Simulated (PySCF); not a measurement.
An equivalent PySCF input for Kr⁺ (krypton, charge +1), [Ar] 3d10 4s2 4p5, 2P determinant, with a scalar-relativistic core potential:

```python
from pyscf import gto, scf, dft, mp, cc
import basis_set_exchange as bse
txt = bse.get_basis("cc-pVDZ-PP", elements=["Kr"], fmt="nwchem", header=False)
cut = txt.index("\nECP")
mol = gto.M(atom="Kr 0 0 0", charge=1, spin=1, symmetry="D2h",
            basis=gto.basis.parse(txt[:cut]),
            ecp={"Kr": gto.basis.parse_ecp(txt[cut:])})
mf = scf.UHF(mol)
mf.irrep_nelec = {'Ag': (4, 4), 'B1g': (1, 1), 'B2g': (1, 1), 'B3g': (1, 1), 'B1u': (2, 2), 'B2u': (2, 2), 'B3u': (2, 1)}
mf.kernel()
```

It reaches the same state as the run whose output follows, and the same energy. The run itself started from symmetry-adapted Hartree-Fock orbitals and held the occupation by maximum overlap, so the iterations belong to that start.

```
SCF conv_tol = 1e-09
number electrons alpha = 13  beta = 12
cycle= 1 E= -461.695708807848  delta_E= -0.00331  |g|= 0.0206  |ddm|= 0.0579
cycle= 2 E= -461.695977416301  delta_E= -0.000269  |g|= 0.00602  |ddm|= 0.0183
cycle= 3 E= -461.696003360899  delta_E= -2.59e-05  |g|= 0.00034  |ddm|= 0.0096
cycle= 4 E= -461.696003503346  delta_E= -1.42e-07  |g|= 5.63e-05  |ddm|= 0.00192
cycle= 5 E= -461.696003506742  delta_E= -3.4e-09  |g|= 1.54e-05  |ddm|= 0.000275
cycle= 6 E= -461.696003507003  delta_E= -2.61e-10  |g|= 2.08e-06  |ddm|= 8.37e-05
converged SCF energy = -461.696003507003  <S^2> = 0.75502491  2S+1 = 2.0050186
```

Energies and moments cover only the electrons outside the core potential.
